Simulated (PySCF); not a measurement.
# Ionising KPb

PBE; basis K def2-SVP, Pb def2-SVP with ECP60; scalar-relativistic core potentials; PySCF 2.14. Neutral (UKS): quartet (σ ↑, π ↑↑), Re = 3.348 Å, ωe = 116 cm⁻¹, De = 1.18 eV, HOMO -2.85 eV, LUMO -2.29 eV.

KPb⁺ (UKS): triplet (σ ↑, π ↑), Re = 3.983 Å, ωe = 61.6 cm⁻¹. The energies at the minima are -792.51523 hartree for KPb and -792.32405 for KPb⁺.

**Question.** Work out the adiabatic ionisation energy, without and with harmonic zero-point energies (1 hartree = 27.2114 eV, 1 eV = 8065.5 cm⁻¹), and the change of the bond length.

**Answer.** At PBE: 0.19118 hartree = 5.202 eV between the minima; the zero-point term (61.6 − 116.0)/2 cm⁻¹ = -0.003 eV makes it 5.199 eV. Re changes by +63.5 pm against the neutral. The electron leaves a π orbital, and the ion is left as a loose complex of an ion and an atom.

Spin–orbit coupling is left out, which matters for elements this heavy, above all for dissociation energies. States were picked by a PBE0 search and need not be the measured ground states.
